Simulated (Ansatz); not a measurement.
ClFH4Si2 (`F[SiH2][SiH2]Cl`), relaxed with RKS PBE-D4/def2-SVP in the Gaussian-basis code of Ansatz from a rough embedded geometry. The force threshold is 0.03 eV/Å; the program also tests the step.

Charge 0, multiplicity 1.

Start:

```xyz
8

F    -1.831    0.110   -1.369
Si   -1.156    0.173    0.086
Si    1.097   -0.285    0.005
Cl    2.143    1.146   -1.013
H    -1.441    1.554    0.620
H    -1.875   -0.822    0.911
H     1.703   -0.294    1.377
H     1.359   -1.582   -0.618
```

**Question.** How much energy does the relaxation release, and in how many steps? (Best estimate.)

**Answer.** Ansatz gave: 11.16 kJ/mol, in 3 steps.

**Question.** Which bonds change most? (Estimate.)

**Answer.** Ansatz gave: Si2–Si3 from 2.300 to 2.354 Å; Si3–Cl4 from 2.045 to 2.089 Å; Si3–H8 from 1.463 to 1.503 Å; F1–Si2 from 1.606 to 1.645 Å.

**Question.** Give the relaxed structure. (Estimate.)

**Answer.** The calculation gave: 
```xyz
8

F    -1.798    0.108   -1.427
Si   -1.180    0.192    0.095
Si    1.121   -0.293    0.019
Cl    2.110    1.195   -1.064
H    -1.426    1.572    0.639
H    -1.882   -0.827    0.954
H     1.673   -0.326    1.420
H     1.382   -1.621   -0.636
```
